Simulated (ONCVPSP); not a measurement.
# What one change does to a pseudopotential (Al (Z = 13), ONCV)

- Element: aluminium (Al)
- Generator: ONCVPSP 4.0.1
- Type: optimised norm-conserving Vanderbilt (ONCV)
- Functional: PBE
- Relativity: scalar-relativistic
- Frozen core: [Ne]
- Valence charge: 3
- Reference configuration: 3s2 3p1
- Partial waves: 3s: rc 1.65 bohr, ncon 3, nbas 6, qcut 5 1/bohr, 3 projectors, debl 0.3 Ha; 3p: rc 1.75 bohr, ncon 4, nbas 9, qcut 5.6 1/bohr, 2 projectors, debl 3.4 Ha; d scattering state at 0.28 Ha: rc 1.45 bohr, ncon 5, nbas 8, qcut 7.2 1/bohr, 1 projector
- Local potential: polynomial inside 1.05 bohr (lpopt 5, dvloc0 1 Ha)
- Core correction: Teter function, fcfact 6, rcfact 1.3

Change: all radii but the core radius scaled by about 1.19 (s 1.96, p 2.08, d 1.72 bohr); local potential polynomial inside 1.24 bohr (lpopt 5, dvloc0 1 Ha).

Cutoffs: the cutoffs (Ha) at which the residual kinetic energy of the hardest occupied pseudo-wave falls to 1 and 0.1 mHa per electron; they do not see the model core or the augmentation charge, which bear on the density cutoff. Errors are all-electron minus pseudo energies relative to the spin-unpolarised reference configuration.

**Question.** What does the change do?

**Answer.** The potential gets neither clearly harder nor softer (5.8 Ha and 14 Ha → 6.4 Ha and 8.5 Ha); both files keep a bound ghost (s); of the 4 tests that both files solve, the error grows in 1 and shrinks in 0 by more than 15 % and 0.3 meV (median size 1.0 → 0.9 meV).

```csv
quantity,base,changed
"cutoff, loose",5.8 Ha,6.4 Ha
"cutoff, tight",14 Ha,8.5 Ha
loose cutoff by channel,"s 5.8 Ha, p 2.6 Ha","s 6.4 Ha, p 2.1 Ha"
bound ghosts,s,s
GHOST(+) flags under 300 eV,s at 131.7 eV,none
"error for 3s2 3p0, meV [ΔE 5.76 eV]",+1.6,+1.6
"error for 3s1 3p0, meV [ΔE 24.99 eV]",+20,+26
"error for 3s2 3p0.5, meV [ΔE 2.09 eV]",+0.3,+0.2
"error for 3s1 3p2, meV [ΔE 5.14 eV]",+0.4,+0.2
"rms error of d²Exc/dni dnj with the model core, mHa",0.33,0.40
```

Base: The cutoffs count occupied waves only; projector 2 of the p channel, the hardest unoccupied one, needs 106 Ha at the loose tolerance. A true bound ghost makes a file unfit for plane-wave use even where its test errors are small: the radial tests pick states by their node count and pass the ghost by.
